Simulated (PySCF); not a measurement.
HNSi, SMILES N#[SiH].

Geometry optimised at B3LYP-D3(BJ)/def2-TZVPD.

These are SMD-B3LYP/6-31G* (PySCF) values and carry that method's errors.

Solvation free energies are E(SMD) − E(gas) at the gas-phase geometry, for 1 M in both phases. In vacuum the dipole moment is 4.25 D.

Computed solvation free energies in water, acetonitrile, 2-propanol:
```tsv
solvent	ΔG(solv) (kcal/mol)	its non-electrostatic (CDS) part	dipole (D)
water	-8.8	0.5	5.98
acetonitrile	-8.1	1.0	5.93
2-propanol	-8.1	0.6	5.86
```
